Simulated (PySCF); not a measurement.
A structure optimised at B3LYP-D3(BJ)/def2-SVP, used in a PySCF frequency run:

```
Si
H 1 1.4915
H 1 1.4930 2 109.47
C 1 1.8873 2 108.76 3 -117.49
C 4 1.3362 1 126.80 2 123.74
H 5 1.0936 4 119.67 1 -1.71
H 5 1.0938 6 117.96 4 179.85
Cl 4 1.7703 5 119.77 6 179.94
Si 1 2.3514 2 109.72 3 123.13
H 9 1.4953 1 108.86 2 -172.18
H 9 1.4961 10 108.02 1 -117.41
Si 9 2.3542 10 109.72 11 -119.32
H 12 1.4891 9 110.47 10 -45.63
H 12 1.4909 13 109.74 9 121.76
H 12 1.4945 13 108.71 14 118.59
```
Charge 0, spin multiplicity 1.

Question: Write its SMILES and formula.

Answer: C=C(Cl)[SiH2][SiH2][SiH3], C2H9ClSi3

Question: What are its rotational constants (standard atomic weights)?

Answer: 1.8390, 0.98196, 0.70935 GHz
